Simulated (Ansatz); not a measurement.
Consider the ligand exchange at the Si–N bond: `[OH][GeH2][NH][SiH3]` + `BNC=C` → `BN([SiH3])C=C` + `[NH2][GeH2][OH]`.

Computed with Ansatz on PBE0-D4/def2-TZVP structures; ΔE is electronic, products minus reactants. CCSD(T)/CBS is the MP2 limit (def2-TZVPP, def2-QZVPP) plus CCSD(T) − MP2 in def2-TZVPP, frozen cores. Functionals use def2-TZVPP. B3LYP here is the variant with VWN-RPA as its local correlation; programs differ in this. For Ge outer-core shells are correlated without core-valence functions, which leaves a few kJ/mol of doubt a bond. Scalar relativity is left out up to krypton. One conformer a species, not always the lowest.

`[OH][GeH2][NH][SiH3]`:

Cartesian coordinates in Å:
```
O -0.506 -2.533 0.204
Ge -0.066 -1.169 -0.851
N -0.615 0.420 -0.126
Si 0.344 1.662 0.578
H -0.123 -2.460 1.081
H -0.832 -1.477 -2.141
H 1.459 -1.065 -1.009
H -1.618 0.538 -0.102
H 0.151 2.975 -0.096
H 0.041 1.864 2.024
H 1.763 1.244 0.439
```

`BNC=C`:

```xyz
10

B     0.464    1.685   -0.651
N     0.343    0.304   -0.498
C    -0.351   -0.356    0.509
C    -0.452   -1.675    0.633
H    -0.070    2.398    0.147
H     1.097    2.105   -1.573
H     0.788   -0.313   -1.163
H    -0.825    0.316    1.217
H     0.018   -2.355   -0.069
H    -1.013   -2.107    1.450
```

`BN([SiH3])C=C`:

```xyz
13

B     1.635    0.869   -0.586
N     0.446    0.250   -0.156
Si   -0.784    1.160    0.724
C     0.223   -1.109   -0.425
C    -0.850   -1.811   -0.077
H     2.443    0.216   -1.181
H     1.812    2.027   -0.351
H    -2.064    1.131   -0.028
H    -0.291    2.546    0.863
H    -1.003    0.545    2.058
H     1.036   -1.580   -0.971
H    -1.686   -1.386    0.467
H    -0.916   -2.858   -0.338
```

`[NH2][GeH2][OH]`:

Z-matrix (Å, degrees):
```
Ge
O 1 1.780
N 1 1.819 2 104.8
H 1 1.538 2 111.2 3 -115.1
H 1 1.549 2 106.5 3 123.0
H 2 0.959 1 112.2 3 -147.4
H 3 1.009 1 115.8 2 -150.0
H 3 1.009 1 117.0 2 77.3
```

**Question.** Is it downhill or uphill in electronic energy at CCSD(T)/CBS, and by how much? (Estimate.)

**Answer.** The calculation gave: Uphill: ΔE = +30.6 kJ/mol.

**Question.** What do these levels give: PBE-D4, PBE, PBE0, B3LYP, HF/def2-TZVPP, MP2/def2-TZVPP? (An estimate is asked.)

**Answer.** The calculation gave: PBE-D4 33.7, PBE 36.8, PBE0 36.7, B3LYP 40.0, HF/def2-TZVPP 42.2, MP2/def2-TZVPP 30.6 kJ/mol.

Largest T1 diagnostic among the species: 0.013.

The D4 term adds −5.2 kJ/mol with B3LYP and −2.7 kJ/mol with PBE0; it sums over pairs of atoms, weighted by their polarisabilities, and B3LYP, whose exchange is more repulsive, gets the larger term. In def2-TZVPP, CCSD(T) changes the Hartree–Fock value by −10.4 kJ/mol (the triples alone add −1.5 kJ/mol) and MP2 by −11.6 kJ/mol.
